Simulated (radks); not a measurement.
Spherical jellium clusters: N electrons in a uniform positive sphere of charge N and radius rs N^(1/3), rs = 5.49 bohr. Calculated with a radial shooting solver with Libxc functionals: non-relativistic Kohn-Sham, LDA (Slater exchange, Perdew-Wang correlation), spin-polarised, spherical densities. Levels are named by radial order and angular momentum (1s, 1p, 1d, 2s, ...), and open shells are averaged over m.

N = 19, configuration 1s2 1p6 1d10 2s(up 1, down 0). This is the lowest configuration that the search found. Occupied and some empty levels:

level,occupation,eigenvalue (eV),<r> (bohr)
1s up,1,-3.5102,8.950
1s down,1,-3.4161,9.593
1p up,3,-3.0723,10.71
1p down,3,-3.0367,10.84
1d up,5,-2.5298,11.76
1d down,5,-2.5083,11.79
2s up,1,-2.3006,9.052
2s down,0,-2.0687,9.288
1f up,0,-1.8834,12.63
1f down,0,-1.8649,12.62
2p up,0,-1.4502,10.96
2p down,0,-1.3464,11.37
1g up,0,-1.1522,13.48
1g down,0,-1.1336,13.48

Energy (eV): total -34.3746, kinetic 18.479, external -801.69, Hartree 399.94, exchange-correlation -53.442, background 402.33.
